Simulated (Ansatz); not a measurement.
Basis-set extrapolation for `[CH3][Al]([CH3])[S]B(O)O` (PBE0-D4/def2-TZVP geometry, frozen core, the Gaussian-basis code of Ansatz). Multiplicity 1, RHF reference.

|  | def2-TZVPP | def2-QZVPP |
| --- | --- | --- |
| HF | -894.586102 | -894.616201 |
| MP2 correlation | -1.183036 | -1.272982 |
| CCSD(T) correlation | -1.285669 | not run |

Energies in hartree. Use E(X) = E(∞) + A·exp(−7.88·√X) for Hartree–Fock and E(X) = E(∞) + B·X^(−2.97) for correlation, with X = 3 and 4, and add CCSD(T) minus MP2 of the smaller set to the MP2 limit.

Q: What is the CCSD(T) energy at the basis-set limit?

A: HF limit: -894.616201 + (-0.030099) × 0.13774 = -894.62035. MP2 limit: -1.272982 + (-0.089946) × 0.74074 = -1.33961. Higher-order term: -1.285669 − (-1.183036) = -0.10263. Total: -896.06259 hartree, 119.7 kcal/mol below CCSD(T)/def2-TZVPP.
